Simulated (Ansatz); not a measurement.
`SC1N[SiH2]1` + H₂O → `OC1N[SiH2]1` + H₂S at 700 K and 1 bar (formal hydrolysis of a C–S bond).

Computed with Ansatz on PBE0-D4/def2-TZVP structures; ΔE is electronic, products minus reactants. CBS: MP2 limit from def2 TZ/QZ plus the TZ coupled-cluster correction, frozen cores. This one scheme is used for every species. One conformer a species, not always the lowest.

```tsv
species	CCSD(T)/CBS energy (Eh)	H − E (kJ/mol)	S (J/(mol·K))
`SC1N[SiH2]1`	-782.57313	220.2	409.3
H₂O	-76.37941	80.5	218.4
`OC1N[SiH2]1`	-459.96233	229.8	394.6
H₂S	-398.97279	64.8	236.9
```

H − E and S are ideal-gas, rigid-rotor, harmonic terms from PBE0-D4/def2-TZVP, for one conformer and one mirror image of each species. 1 Eh = 2625.50 kJ/mol, R = 8.31446 J/(mol·K).

Q: By hand: ΔE, ΔH, ΔS and ΔG.

A: ΔE = (-459.96233) + (-398.97279) − (-782.57313) − (-76.37941) = 0.01742 Eh = 45.7 kJ/mol. Δ(H − E) = 229.8 + 64.8 − 220.2 − 80.5 = -6.1, so ΔH = 39.6 kJ/mol. ΔS = 394.6 + 236.9 − 409.3 − 218.4 = 3.8 J/(mol·K). ΔG = 39.6 − 700 × (3.8)/1000 = 36.9 kJ/mol.

Q: By hand: the equilibrium constant, and the temperature at which ΔG would vanish if ΔH and ΔS stayed fixed.

A: log₁₀ K = −ΔG/(RT ln 10) = -2.8. ΔG = 0 at ΔH/ΔS = 10421 K, far beyond where these terms or the molecules hold.

The number of gas molecules stays the same, so ΔS is small and ΔH decides. A doubt of 5 kJ/mol in ΔE shifts log₁₀ K by 0.4 here. Other conformers and mirror images would add mixing entropy, several J/(mol·K) or more a flexible species. These are equilibria of isolated gas molecules and say nothing of rates. Largest T1 diagnostic: 0.013 (customary marks: 0.02 for closed shells, 0.045 for open ones).
